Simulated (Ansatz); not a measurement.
Input file for Ansatz (an electronic-structure program): R-PBE/def2-TZVPP on H2 (SMILES [H][H]).

Ansatz 0.2 input:
```yaml
crystal:
  periodic: [false, false, false]
  atoms:
    - {symbol: H, position_ang: [0.37201263, 0.00000000, -0.00000000]}
    - {symbol: H, position_ang: [-0.37201263, -0.00000000, 0.00000000]}
basis:
  gaussian:
    orbitals: def2-TZVPP
hamiltonian:
  xc: {name: PBE}
scf: {lower_state_search: off}
```

It printed:

```
WARN ansatz: RAYON_NUM_THREADS=4 ignored (pool sized by the plan → 4); use --threads N
Functional definition: PBE
these checks for a lower state are left out or cut short: stability, starts, cluster_reference, orbital_swaps, neighbouring_geometries, increment
integrals: 0.00 GiB planned
118 factors; their error is unknown
mean field: 0.05 GiB planned
mean field evaluation 1: about -31.4010 eV, gradient 9.5e0 eV
mean field evaluation 2: about -31.6916 eV, gradient 3.2e0 eV
mean field evaluation 4: about -31.7334 eV, gradient 4.9e-2 eV
mean field evaluation 8: about -31.7318 eV, gradient 3.1e-5 eV
mean field -31.73179235 eV, -1.1661218604 hartree, gradient 4.2e-7 eV, S^2 0.000000; 0 other end points of the search recorded, 0 dependent functions left out
reference -31.73181401 eV, -1.1661226564 hartree; 1, 1 occupied and 27, 27 virtual orbitals, 118 factors
Total energy: -31.73181401 eV, -1.1661226564 hartree
Checks for a lower state left out: stability, starts, cluster_reference, orbital_swaps, neighbouring_geometries, increment
```

The calculation finished and met its thresholds.

Cost: very roughly 0.27 core-seconds.
